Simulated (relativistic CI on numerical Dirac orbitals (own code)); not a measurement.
**Mo+: M2,3 absorption edge**

Computed with this model: Dirac-Coulomb-Breit CI, orbitals from a KLI potential per configuration, QED by a radiative potential, valence Slater integrals scaled by 0.8, multiplet model of core-to-valence dipole absorption; configurations [Kr] 4d5 → [Ne] 3s2 3p5 3d10 4s2 4p6 4d6; 10 K; Lorentzian 1.2 eV and Gaussian 0.4 eV FWHM. Energies are those of the free ion, without screening or charge transfer. The branching ratio is the share of the lower-energy edge in the whole absorption, uncertain by about 0.02 where the edges overlap. S is read from ⟨S²⟩ = S(S + 1).

Field parameters in Wybourne normalisation: D4h B²₀ = −7Ds, B⁴₀ = 21(Dq − Dt), B⁴₄ = 21√(5/14) Dq. The field is a parameter set, without covalency.

free ion: ground-state S = 2.50, centroid 401.67 eV, branching ratio 0.748. Peaks (eV, height): 397.0 (100), 415.2 (35).

D4h, 10Dq = 9150, Ds = -1500, Dt = 270 cm⁻¹: ground-state S = 2.49, centroid 401.60 eV, branching ratio 0.752. Peaks (eV, height): 397.0 (100), 415.2 (34).

D4h, 10Dq = 9150, Ds = 1070, Dt = 270 cm⁻¹: ground-state S = 2.49, centroid 401.60 eV, branching ratio 0.752. Peaks (eV, height): 397.0 (100), 415.0 (33).

D4h, 10Dq = 9150, Ds = 2360, Dt = 270 cm⁻¹: ground-state S = 2.49, centroid 401.57 eV, branching ratio 0.754. Peaks (eV, height): 396.8 (100), 414.8 (32).

The statistical ratio of this edge is 2/3 = 0.667. Values above it arise where the holes sit mainly in the j = l + 1/2 valence subshell or the ground state has high spin; values below it where core-valence Coulomb terms move weight to the upper edge, as in nearly empty shells.

Strongest unbroadened transitions for D4h, 10Dq = 9150, Ds = 1070, Dt = 270 cm⁻¹:

```tsv
Energy (eV)	Relative strength
396.47	93.6
396.48	64.2
396.50	34.3
396.60	47.9
396.61	71.0
396.63	31.7
396.69	31.6
396.86	34.8
396.92	46.3
397.20	44.2
397.23	100.0
397.38	31.9
398.01	42.9
398.05	33.1
414.56	38.4
414.82	30.6
415.24	31.4
416.15	29.9
```
